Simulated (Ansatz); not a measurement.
C$_{2}$H$_{10}$AlN$_{3}$ (`C[N](C)[Al]([NH2])[NH2]`), relaxed with RKS PBE0-D4/def2-TZVP in Ansatz 0.2.0 from a PBE-D4/def2-SVP geometry. The force threshold is 0.005 eV/Å; the program also tests the step.

Charge 0, multiplicity 1.

Start:

```xyz
16

C    -0.742    0.169    1.771
N     0.192   -0.007    0.679
C     1.559   -0.190    1.116
Al   -0.299    0.007   -1.056
N    -1.856    0.756   -1.515
N     0.784   -0.728   -2.273
H    -1.777    0.280    1.387
H    -0.513    1.072    2.392
H    -0.742   -0.703    2.474
H     2.238   -0.296    0.244
H     1.688   -1.100    1.755
H     1.932    0.675    1.721
H    -2.373    0.572   -2.376
H    -2.341    1.472   -0.970
H     1.478   -1.451   -2.074
H     0.773   -0.527   -3.274
```

**Question.** How much energy does the relaxation release, and in how many steps? (Estimate.)

**Answer.** Ansatz gave: 1.86 kcal/mol, in 8 steps.

**Question.** Which bonds change most? (Best estimate.)

**Answer.** Computed: N2–Al4 from 1.803 to 1.777 Å; C3–H12 from 1.120 to 1.101 Å; C1–H9 from 1.120 to 1.101 Å; C3–H11 from 1.120 to 1.101 Å.

**Question.** Give the relaxed structure. (An estimate is asked.)

**Answer.** The calculation gave: 
```xyz
16

C    -0.716    0.240    1.761
N     0.190   -0.005    0.670
C     1.532   -0.261    1.121
Al   -0.295    0.007   -1.040
N    -1.865    0.681   -1.507
N     0.794   -0.654   -2.270
H    -1.734    0.399    1.397
H    -0.427    1.128    2.346
H    -0.749   -0.608    2.463
H     2.207   -0.411    0.274
H     1.590   -1.158    1.758
H     1.932    0.578    1.712
H    -2.302    0.547   -2.403
H    -2.437    1.274   -0.931
H     1.582   -1.252   -2.088
H     0.697   -0.506   -3.261
```
